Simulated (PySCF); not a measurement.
# Ionisation energy of Ag⁴²⁺ by level of theory

Ag⁴²⁺ [He] 2s2 2p1 (2P) → Ag⁴³⁺ [He] 2s2 (1S), as a difference of total energies. All numbers are calculated (PySCF 2.14, the spin-free X2C one-electron Hamiltonian (Gaussian nucleus), in an even-tempered Gaussian basis (19 s from 17 bohr⁻², ratio 2.2; 12 p from 22 bohr⁻², ratio 2.2; 6 d from 87 bohr⁻², ratio 2.4; 5 f from 130 bohr⁻², ratio 2.4; 4 g from 200 bohr⁻², ratio 2.4)). Correlated levels: nothing frozen; virtual orbitals above 40 to 60 times the deepest correlated orbital energy dropped. The calculations carry no spin-orbit coupling.

```csv
method,ionisation energy (eV)
UHF,6661.4
LDA,6655.8
PBE,6662.6
PBE0,6662.5
r2SCAN,6664.6
MN15,6659.6
r2SCANh,6664.4
MP2 (all electrons),6660.6
SCS-MP2 (all electrons),6660.3
```

A first-order spin-orbit estimate (lowest level to lowest level, LS coupling) adds 127.5 eV.

For this ion Breit and QED terms and the two-electron picture change, all absent here, outweigh the differences among the correlated methods.

For comparison: 6785 ± 5 eV (semi-empirical (NIST evaluation); NIST Atomic Spectra Database, ionization energies).
